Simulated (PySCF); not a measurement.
## Computed properties of Sb(OH)2(OMe) (CH5O3Sb), SMILES C[O][Sb]([OH])[OH]

Sb(OH)2(OMe) (CH5O3Sb), SMILES C[O][Sb]([OH])[OH]. Coordinates come from a B3LYP-D3(BJ)/def2-SVP optimisation. The structure was generated by enumeration; whether it is a known compound was not checked. The def2 effective core potentials stand for the cores of Sb; spin–orbit coupling is left out. Other conformers were not sampled. All values are computed for the isolated molecule unless a solvent is named; none is compared with measurement here.

**Structure.** All 24 harmonic modes at B3LYP-D3(BJ)/def2-SVP (PySCF) are real, so it is a minimum. With heavy atoms numbered as in [Sb:1]([OH:2])([OH:4])[O:6][CH3:7], the shortest bond between them is O6–C7 at 1.413 Å and the longest Sb1–O4 at 2.008 Å.

**Vibrations.** The strongest infrared lines (harmonic, unscaled, degenerate partners summed) lie at 1088 cm⁻¹ (208 km/mol, O 50 %, C 46 %), 370 cm⁻¹ (118 km/mol, H 81 %, O 18 %), 542 cm⁻¹ (90 km/mol, O 71 %, Sb 14 %, C 8 %). The softest mode is at 84 cm⁻¹ and the zero-point energy is 42.3 kcal/mol.

**Electronic structure.** B3LYP/def2-TZVP (PySCF) places the frontier levels at -7.66 and -1.36 eV, a gap of 6.30 eV, and gives a dipole moment of 1.78 D and a mean polarisability of 61.4 bohr³. PBE/def2-TZVP (PySCF) at the same geometry gives -6.35 and -1.85 eV, so its gap is 1.80 eV narrower. An orbital gap is neither the optical nor the fundamental gap.

**Excitations.** TDDFT-PBE0/def2-SVPD (PySCF) has S1 at 5.66 eV (219 nm, f = 0.027, weak); the most intense of the 10 singlets computed lies at 6.39 eV (f = 0.10). T1 (TDA) is at 4.79 eV. TDDFT-PBE/def2-SVPD (PySCF) puts S1 at 4.80 eV. No vertical singlet excitation falls in the visible range (under 3.1 eV).
